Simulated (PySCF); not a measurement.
Zr(F)3(OH)(OH2) (F3H3O2Zr), SMILES [F][Zr]([OH])([F])([F])<-[OH2], multiplicity 1. Coordinates come from a B3LYP-D3(BJ)/def2-SVP optimisation. The multiplicity is an assumed one; no other spin state was optimised. The structure was generated by enumeration; whether it is a known compound was not checked. The def2 effective core potentials stand for the cores of Zr; spin–orbit coupling is left out. The values are those of a single conformer.

Method: B3LYP-D3(BJ)/def2-SVP run with PySCF.

Harmonic wavenumbers (cm⁻¹): 87, 90, 152, 156, 183, 191, 215, 238, 284, 342, 345, 395, 514, 628, 664, 677, 738, 1586, 3773, 3870, 3973. Rotational constants (GHz): 2.454, 1.824, 1.782; symmetry number 1.

Task: Work out the zero-point energy and the ideal-gas rigid-rotor harmonic-oscillator thermochemistry at 298.15 K and 1 atm.

Result: ZPE = ½ Σ hcν = ½ × 19097 cm⁻¹ = 27.30 kcal/mol. H − E(el) = 34.19 kcal/mol. Entropy in cal/(mol K): translation 41.52, rotation 28.09, vibration 27.86, total 97.48. G − E(el) = 5.12 kcal/mol. Cp = 34.12 cal/(mol K). Modes under 150 cm⁻¹ make the vibrational entropy uncertain.
